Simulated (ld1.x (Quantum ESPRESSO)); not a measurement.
**What one change does to a pseudopotential (Zr, TM semilocal)**

ld1.x (Quantum ESPRESSO) 7.5 input, shortened:

```
&input
   title='Zr', zed=40., rel=1, dft='PBE', iswitch=3,
   config='[Kr] 4d2 5s2 5p0'
 /
 &inputp
   pseudotype=1, tm=.true., lloc=0,
   nlcc=.false.
 /
3
5P  2  1   0.00   0.00  3.05  3.05  0.0
4D  3  2   2.00   0.00  1.75  1.75  0.0
5S  1  0   2.00   0.00  3.20  3.20  0.0
 &test
   configts(1)='4d2 5s2 5p0'
 /
```

Change: wave 5p (bound): rc 3.05 bohr becomes 5p (bound): rc 2.10 bohr.

Cutoffs: the cutoffs (Ry, on a coarse ladder) from which the occupation-weighted sum of valence levels, in a spherical-Bessel basis at the reference potential, stays within 10 and 1 mRy of its value at 400 Ry; they do not see the model core or the augmentation charge, which bear on the density cutoff. Errors are all-electron minus pseudo energies relative to the spin-unpolarised reference configuration.

Task: What does the change do?

Result: The potential gets neither clearly harder nor softer (30 Ry and 40 Ry → 30 Ry and 40 Ry); a bound ghost appears in p, which as a rule spoils a file; the number of tests that count goes from 7 to 6; the errors of the 6 common tests hardly move. A semilocal file is local in each channel, so a ghost entry of none says nothing of the separable form that plane-wave codes build from it.

```tsv
quantity	base	changed
cutoff, loose	30 Ry	30 Ry
cutoff, tight	40 Ry	40 Ry
bound ghosts	none	p
tests counted (converged, no solver errors)	7 of 7	6 of 7
error for 4d2 5s1 5p0, meV [ΔE 7.14 eV]	+6.8	+6.8
error for 4d2 5s0 5p0, meV [ΔE 20.08 eV]	+154	+154
error for 4d1 5s0 5p0, meV [ΔE 42.70 eV]	+383	+383
error for 4d3 5s1 5p0, meV [ΔE 1.19 eV]	-3.9	-3.8
error for 4d2 5s1.5 5p0, meV [ΔE 2.88 eV]	+0.2	+0.2
error for 4d1 5s2 5p0, meV [ΔE 7.66 eV]	+42	+42
s: phases at 3.51 bohr within 0.05 rad from the reference energy up to (Ry; the scan ends near 5)	1.4	1.4
p: phases at 3.51 bohr within 0.05 rad from the reference energy up to (Ry; the scan ends near 5)	0.7	n/a
d: phases at 3.51 bohr within 0.05 rad from the reference energy up to (Ry; the scan ends near 5)	to the end of the scan	to the end of the scan
```

Changed file: Tests not counted: 4d2 5s0 5p2 (solver errors, printed error -44.7 eV). A true bound ghost makes a file unfit for plane-wave use even where its test errors are small: the radial tests pick states by their node count and pass the ghost by. Where a test does run into it, the solver fails or the error is huge.
